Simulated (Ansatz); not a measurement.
Consider the isomerisation: `[CH2]1[SiH2][CH2][GaH]1` → `[SiH3][CH]1[CH2][GaH]1`.

Isolated molecules relaxed with PBE0-D4/def2-TZVP in Ansatz; ΔE leaves out vibrations. CBS: MP2 limit from def2 TZ/QZ plus the TZ coupled-cluster correction, frozen cores. Functionals use def2-TZVPP. B3LYP here is the variant with VWN-RPA as its local correlation; programs differ in this. For Ga outer-core shells are correlated without core-valence functions, which leaves a few kJ/mol of doubt a bond. Scalar relativity is left out up to krypton.

Q: Is it downhill or uphill in electronic energy at CCSD(T)/CBS, and by how much? (An estimate is asked.)

A: Ansatz gave: Uphill: ΔE = +28.3 kcal/mol.

Q: What do these levels give: r2SCAN-D4, PBE0-D4, B3LYP-D4, ωB97X-V, ωB97M-V, r2SCAN, PBE0, B3LYP, HF/def2-TZVPP, CCSD/def2-TZVPP, CCSD(T)/def2-TZVPP, CCSD/CBS(def2)? (An estimate is asked.)

A: Ansatz gave: r2SCAN-D4 27.8, PBE0-D4 28.7, B3LYP-D4 22.7, ωB97X-V 33.3, ωB97M-V 28.9, r2SCAN 27.9, PBE0 29.0, B3LYP 23.4, HF/def2-TZVPP 32.9, CCSD/def2-TZVPP 31.8, CCSD(T)/def2-TZVPP 30.0, CCSD/CBS(def2) 30.1 kcal/mol.

Largest T1 diagnostic among the species: 0.017.

From PBE to PBE0 (25 % exact exchange), in def2-TZVPP and without D4, ΔE moves by +5.5 kcal/mol.
